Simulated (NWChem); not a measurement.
System: C2H3BF2; SMILES FB(C=C)F

The following NWChem deck was run.

```
start job
memory heap 200 mb stack 900 mb global 1100 mb
geometry units angstroms noautoz
  B     -0.028773     0.509972     0.000000
  F     -0.759783     1.611367     0.000000
  F      1.284809     0.669714     0.000000
  C     -0.674129    -0.897693     0.000000
  C      0.074028    -2.009585     0.000000
  H     -1.766102    -0.988286     0.000000
  H     -0.364525    -3.013042     0.000000
  H      1.168019    -1.955046     0.000000
end
basis spherical
  * library 6-31g*
end
dft
  xc xpbe96 cpbe96
  iterations 150
end
tddft
  cis
  nroots 6
  notriplet
end
task tddft energy
```

Parts of the log:

```
             Northwest Computational Chemistry Package (NWChem) 7.3.0
             --------------------------------------------------------

 CS  symmetry detected

                             Geometry "geometry" -> ""
                             -------------------------

 Output coordinates in angstroms (scale by  1.889725989 to convert to a.u.)

  No.       Tag          Charge          X              Y              Z
 ---- ---------------- ---------- -------------- -------------- --------------
    1 B                    5.0000    -0.02148937     0.51878467     0.00000000
    2 F                    9.0000    -0.73593474     1.63099615     0.00000000
    3 F                    9.0000     1.29433612     0.65885055     0.00000000
    4 C                    6.0000    -0.68783931    -0.87906471     0.00000000
    5 C                    6.0000     0.04359404    -2.00202863     0.00000000
    6 H                    1.0000    -1.78104578    -0.95330580     0.00000000
    7 H                    1.0000    -0.40992694    -2.99881015     0.00000000
    8 H                    1.0000     1.13827873    -1.96386770     0.00000000

 Effective nuclear repulsion energy (a.u.)     150.9907842756

      Symmetry information
      --------------------

 Group name             Cs
 Group number              2
 Group order               2
 No. of unique centers     8

  pbe96 is a nonlocal functional; adding pw91lda local functional.

                                 NWChem DFT Module
                                 -----------------

 Summary of "ao basis" -> "ao basis" (spherical)
 ------------------------------------------------------------------------------
       Tag                 Description            Shells   Functions and Types
 ---------------- ------------------------------  ------  ---------------------
 B                           6-31g*                  6       14   3s2p1d
 F                           6-31g*                  6       14   3s2p1d
 C                           6-31g*                  6       14   3s2p1d
 H                           6-31g*                  2        2   2s

      Symmetry analysis of basis
      --------------------------

        a'         56
        a"         20

            General Information
            -------------------
          SCF calculation type: DFT
          Wavefunction type:  closed shell.
          No. of atoms     :     8
          No. of electrons :    38
           Alpha electrons :    19
            Beta electrons :    19
          Charge           :     0
          Spin multiplicity:     1
          Use of symmetry is: off; symmetry adaption is: on
          Maximum number of iterations: 150
          AO basis - number of functions:    76
                     number of shells:    36
          Convergence on energy requested:  1.00D-06
          Convergence on density requested:  1.00D-05
          Convergence on gradient requested:  5.00D-04

              XC Information
              --------------
          PerdewBurkeErnzerhof Exchange Functional  1.000
            Perdew 1991 LDA Correlation Functional  1.000 local
           PerdewBurkeErnz. Correlation Functional  1.000 non-local

             Grid Information
             ----------------
          Grid used for XC integration:  medium
          Radial quadrature: Mura-Knowles
          Angular quadrature: Lebedev.
          Tag              B.-S. Rad. Rad. Pts. Rad. Cut. Ang. Pts.
          ---              ---------- --------- --------- ---------
          B                   0.85       49          10.0       434
          F                   0.50       49          11.0       434
          C                   0.70       49           8.0       434
          H                   0.35       45          10.0       434
          Grid pruning is: on
          Number of quadrature shells:   380
          Spatial weights used:  Erf1

      Superposition of Atomic Density Guess
      -------------------------------------

 Sum of atomic energies:        -300.08595845

      Non-variational initial energy
      ------------------------------

 Total energy =    -302.046355
 1-e energy   =    -712.988920
 2-e energy   =     259.951781
 HOMO         =      -0.335650
 LUMO         =      -0.022237

      Symmetry analysis of molecular orbitals - initial
      -------------------------------------------------

  Numbering of irreducible representations:

     1 a'          2 a"

  Orbital symmetries:

[...]

                                NWChem TDDFT Module
                                -------------------

            General Information
            -------------------
           No. of orbitals :     152
            Alpha orbitals :      76
             Beta orbitals :      76
        Alpha frozen cores :       0
         Beta frozen cores :       0
     Alpha frozen virtuals :       0
      Beta frozen virtuals :       0
         Spin multiplicity :       1
    Number of AO functions :      76
        Use of symmetry is : off
      Symmetry adaption is : on
         Schwarz screening :  0.10D-07

              XC Information
              --------------
   PerdewBurkeErnzerhof Exchange Functional   1.00
     Perdew 1991 LDA Correlation Functional   1.00 local
    PerdewBurkeErnz. Correlation Functional   1.00 non-local

             TDDFT Information
             -----------------
          Calculation type : Tamm-Dancoff TDDFT
         Wavefunction type : Restricted singlets
          No. of electrons :      38
           Alpha electrons :      19
            Beta electrons :      19
              No. of roots :       6
          Max subspacesize :    5200
            Max iterations :     100
               Target root :       1
           Target symmetry : none
      Symmetry restriction : off
                 Algorithm : Optimal
        Davidson threshold :  0.10D-03

    6 smallest eigenvalue differences (eV)
--------------------------------------------------------
  No. Spin  Occ  Vir  Irrep   E(Occ)    E(Vir)   E(Diff)
--------------------------------------------------------
    1    1   19   20 a'       -0.258    -0.074     5.024
    2    1   18   20 a"       -0.293    -0.074     5.961
    3    1   17   20 a"       -0.334    -0.074     7.071
    4    1   16   20 a"       -0.351    -0.074     7.558
    5    1   15   20 a'       -0.355    -0.074     7.657
    6    1   14   20 a"       -0.392    -0.074     8.670
--------------------------------------------------------

  Entering Davidson iterations
  Restricted singlet excited states

  Iter   NTrls   NConv    DeltaV     DeltaE      Time
  ----  ------  ------  ---------  ---------  ---------
    1      6       0     0.24E+00   0.10+100        2.9
    2     12       0     0.17E+00   0.20E-01        3.0
    3     18       1     0.33E-01   0.21E-01        3.0
    4     23       4     0.69E-02   0.14E-02        2.7
    5     25       4     0.11E-02   0.44E-04        1.9
    6     27       4     0.20E-03   0.83E-06        1.9
    7     29       6     0.24E-04   0.27E-07        1.9
  ----  ------  ------  ---------  ---------  ---------
  Convergence criterion met

  Ground state a'       -302.306887018377 a.u.

  ----------------------------------------------------------------------------
  Root   1 singlet a"             0.230660023 a.u.                6.2766 eV
  ----------------------------------------------------------------------------
     Transition Moments    X -0.00000   Y -0.00000   Z  0.14665
     Dipole Oscillator Strength                    0.0033072589
     Electric Quadrupole                           0.0000000105
     Magnetic Dipole                               0.0000004350
     Total Oscillator Strength                     0.0033077045

     Occ.   18  a'  ---  Virt.   20  a"       0.99658
  ----------------------------------------------------------------------------
  Root   2 singlet a"             0.261658864 a.u.                7.1201 eV
  ----------------------------------------------------------------------------
     Transition Moments    X -0.00000   Y  0.00000   Z  0.01157
     Dipole Oscillator Strength                    0.0000233612
     Electric Quadrupole                           0.0000000016
     Magnetic Dipole                               0.0000004076
     Total Oscillator Strength                     0.0000237704

     Occ.   17  a'  ---  Virt.   20  a"       0.99930
  ----------------------------------------------------------------------------
  Root   3 singlet a'             0.267191974 a.u.                7.2707 eV
  ----------------------------------------------------------------------------
     Transition Moments    X  0.21750   Y -1.50012   Z  0.00000
     Dipole Oscillator Strength                    0.4092776441
     Electric Quadrupole                           0.0000010710
     Magnetic Dipole                               0.0000001723
     Total Oscillator Strength                     0.4092788875

     Occ.    9  a'  ---  Virt.   22  a'       0.05387
     Occ.   14  a'  ---  Virt.   26  a'      -0.05100
     Occ.   15  a"  ---  Virt.   20  a"      -0.07972
     Occ.   18  a'  ---  Virt.   23  a'      -0.05465
     Occ.   18  a'  ---  Virt.   30  a'      -0.05628
     Occ.   19  a"  ---  Virt.   20  a"      -0.90658
     Occ.   19  a"  ---  Virt.   21  a"       0.34831
  ----------------------------------------------------------------------------
  Root   4 singlet a"             0.283419434 a.u.                7.7122 eV
  ----------------------------------------------------------------------------
     Transition Moments    X  0.00000   Y -0.00000   Z  0.05066
     Dipole Oscillator Strength                    0.0004849676
     Electric Quadrupole                           0.0000000519
     Magnetic Dipole                               0.0000021966
     Total Oscillator Strength                     0.0004872161

[...]
```

Level: PBE/6-31G* (spherical d), TDA. All runs use the structure optimised with PBE0/def2-SVP.
